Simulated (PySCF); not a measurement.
Input file for PySCF: R-M06-2X/6-31G* on SiH4 (SMILES [SiH4]).

```python
from pyscf import gto, scf, dft, mp
from pyscf.data.elements import chemcore

mol = gto.M(
    atom='''
    Si    0.11359857    0.08073255    0.20799973
    H     0.29234672    1.46290707   -0.28733657
    H    -1.16901549   -0.02107690    0.94080026
    H     1.22275424   -0.26374169    1.12646178
    H     0.10614619   -0.86436804   -0.93038835
    ''',
    basis='6-31g*',
    cart=True,
    charge=0, spin=0, verbose=3, max_memory=1800)
mf = dft.RKS(mol, xc='m062x')
mf.conv_tol = 1e-8
mf.max_cycle = 100
mf.kernel()
if not mf.converged:
    mf = mf.newton().run(mf.mo_coeff, mf.mo_occ)
```

Program output:

```
converged SCF energy = -291.819552347602
```

The run converged.

Cost: around 0.5 core-seconds (rough).
